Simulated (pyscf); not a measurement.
**`[BH2][NH][NH2]`, singlet**

Gas-phase minimum from PySCF at ωB97X-D3(BJ)/def2-SVP, one conformer. H₂B–NH–NH₂ lies 61.6 kcal/mol over its isomer H₂N–BH–NH₂, and others may lie lower still (electronic energy, ωB97M-D3(BJ)). 

SMILES: BNN
```xyz
8

B     -1.7013    -0.3257     0.1536
N     -0.7591     0.5794    -0.3225
N      0.4371     0.2851    -1.0162
H     -2.6719     0.1099     0.7289
H     -1.5200    -1.5108    -0.0222
H     -0.8727     1.5799    -0.1964
H      1.0088    -0.3285    -0.4365
H      0.2060    -0.2417    -1.8578
```

Bond lengths (Å): B1–N2 1.391, B1–H4 1.209, B1–H5 1.212, N2–N3 1.414, N2–H6 1.015, N3–H7 1.019, N3–H8 1.019. Bond angles (°): N2–B1–H4 118.2, N2–B1–H5 119.0, H4–B1–H5 122.8, B1–N2–N3 127.3, B1–N2–H6 121.6, N3–N2–H6 111.2, N2–N3–H7 108.7, N2–N3–H8 108.7, H7–N3–H8 106.6.

Properties at ωB97X-D3(BJ)/def2-SVP:

```yaml
harmonic_wavenumbers_unscaled: 128, 424, 479, 805, 892, 947, 1008, 1112, 1223, 1331, 1381, 1521, 1671, 2573, 2668, 3533, 3614, 3638 cm⁻¹
zero_point_energy: 41.4 kcal/mol
rotational_symmetry_number: 1
Entropy of this conformer at 298 K and 1 atm, rigid rotor and harmonic oscillator, modes under 100 cm⁻¹ raised to 100: 269.5 J/(mol K)
dipole_moment: 0.89 D
```

Single-point totals, which compare only within one level (frozen core for MP2 and CC):

```csv
level,total energy (hartree)
ωB97X-D3(BJ)/def2-TZVP,-137.46546
PBE/def2-TZVP,-137.22419
r²SCAN/def2-TZVP,-137.31917
B3LYP-D3(BJ)/def2-TZVP,-137.42261
PBE0-D3(BJ)/def2-TZVP,-137.24031
M06-2X/def2-TZVP,-137.34230
ωB97M-D3(BJ)/def2-TZVP,-137.44211
HF/def2-TZVPP,-136.53762
MP2/def2-TZVPP,-137.07207
CCSD/def2-TZVPP,-137.10025
CCSD(T)/def2-TZVPP,-137.12162
```

Soft torsions are taken as harmonic, which can shift the entropy by several J/(mol K). The CCSD(T) − MP2 part came from Ansatz, without density fitting, on the same reference.
